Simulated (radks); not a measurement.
Task: Ionisation ladder of praseodymium, from Pr I to Pr XXII. Each ion is in the ground configuration listed by NIST, and IE = E(next ion) - E(this ion). Method: scalar-relativistic Kohn-Sham, PBEsol, spin-polarised, spherical densities, finite nucleus; open shells are filled with parallel spins first (spin-orbit coupling, left out, can overturn this in heavy ions); Fermi nuclear charge, rms radius 4.8919 fm; computed with a radial shooting solver on a logarithmic mesh with Libxc functionals.

| species | configuration | IE, Delta-SCF (eV) | <r> HOMO (bohr) |
|---|---|---|---|
| Pr I | [Xe] 4f3 6s2 | 5.398 | 1.18 |
| Pr II | [Xe] 4f3 6s1 | 10.821 | 1.16 |
| Pr III | [Xe] 4f3 | 22.297 | 1.13 |
| Pr IV | [Xe] 4f2 | ? | 1.01 |
| Pr V | [Xe] 4f1 | 59.183 | 0.929 |
| Pr VI | [Xe] | 89.104 | 1.54 |
| Pr VII | [Kr] 4d10 4f1 5s2 5p4 | 93.924 | 0.894 |
| Pr VIII | [Kr] 4d10 4f1 5s2 5p3 | 112.08 | 0.878 |
| Pr IX | [Kr] 4d10 4f1 5s2 5p2 | ? | 0.860 |
| Pr X | [Kr] 4d10 4f2 5s2 | 141.68 | 0.864 |
| Pr XI | [Kr] 4d10 5s2 5p1 | 159.83 | 1.40 |
| Pr XII | [Kr] 4d10 5s2 | 200.00 | 1.27 |
| Pr XIII | [Kr] 4d10 5s1 | 218.57 | 1.25 |
| Pr XIV | [Kr] 4d10 | 351.33 | 0.689 |
| Pr XV | [Kr] 4d9 | 382.36 | 0.679 |
| Pr XVI | [Kr] 4d8 | ? | 0.670 |
| Pr XVII | [Kr] 4d7 | 446.11 | 0.661 |
| Pr XVIII | [Kr] 4d6 | ? | 0.652 |
| Pr XIX | [Kr] 4d5 | 520.90 | 0.642 |
| Pr XX | [Kr] 4d4 | 555.52 | 0.634 |
| Pr XXI | [Kr] 4d3 | 590.66 | 0.626 |
| Pr XXII | [Kr] 4d2 | 626.28 | 0.618 |

Estimate the withheld Delta-SCF values.

Result: Pr IV: 39.580 eV (NIST 38.98); Pr IX: 129.78 eV (NIST 131); Pr XVI: 413.97 eV (NIST 412); Pr XVIII: 478.73 eV (NIST 478).
